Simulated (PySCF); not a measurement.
# Telling isomers of C8H8O2 apart by NMR

No solvent model, one averaged value for each set of equivalent atoms, relativity neglected, single conformer. Geometry: GFN2-xTB; σ from GIAO-PBE0/pcSseg-1; PySCF 2.14.

Shifts are taken against calculated references (same method and geometry level): ¹H and ¹³C vs TMS. Where no couplings were computed, multiplicities follow the n + 1 count of equivalent neighbours, and m marks all less simple cases (inequivalent or close neighbours, rings, F or P nearby). Acid and N–H amide carbonyl carbons lie up to 10 ppm further downfield in solution (hydrogen bonding). Shifts are as computed. Against solution values, carbons near 30 ppm lie about +3 ppm off and those near 130 ppm about +5 ppm. Of 1211 compounds with measured shifts, 218 miss one by over three times the rms of a fit or turn the order of signals round; such compounds aren't used in these exercises. OH and NH positions are gas-phase values without hydrogen bonding to other molecules.

(1) Tabulate the signals of `C=C=C(C#CCC)C(=O)O`, `COC(=O)c1ccccc1` and their relative energies.

(2) What is the quickest way to tell C=C=C(C#CCC)C(=O)O from COC(=O)c1ccccc1?

## Answers

(1) 
```tsv
SMILES	carbon types	δC	δH	E rel. (kcal/mol)
C=C=C(C#CCC)C(=O)O	5×C 2×CH2 1×CH3	239.3, 170.3, 109.4, 91.4, 84.9, 76.0, 16.9, 16.1	6.17 (br s, 1H), 5.62 (s, 2H), 2.53 (q, 2H), 1.32 (t, 3H)	78.1
COC(=O)c1ccccc1	2×C 5×CH 1×CH3	173.2, 138.9, 136.8, 134.8, 133.5, 54.0	8.54 (d, 2H), 7.81 (m, 1H), 7.75 (m, 2H), 4.13 (s, 3H)	0.0
```

Energies are electronic energies at PBE0/pcSseg-1 on these geometries, without zero-point or thermal terms, each for the one conformer computed, which needn't be the lowest.

(2) Count the carbon signals: 8 against 6. The first has a central carbon of an allene (C) at 239.3 ppm, the second an aromatic CH at 138.9 ppm. Their most deshielded carbons lie at 239.3 and 173.2 ppm. In the proton spectra the most deshielded non-exchanging signals are 5.62 (s, 2H) and 8.54 (d, 2H).
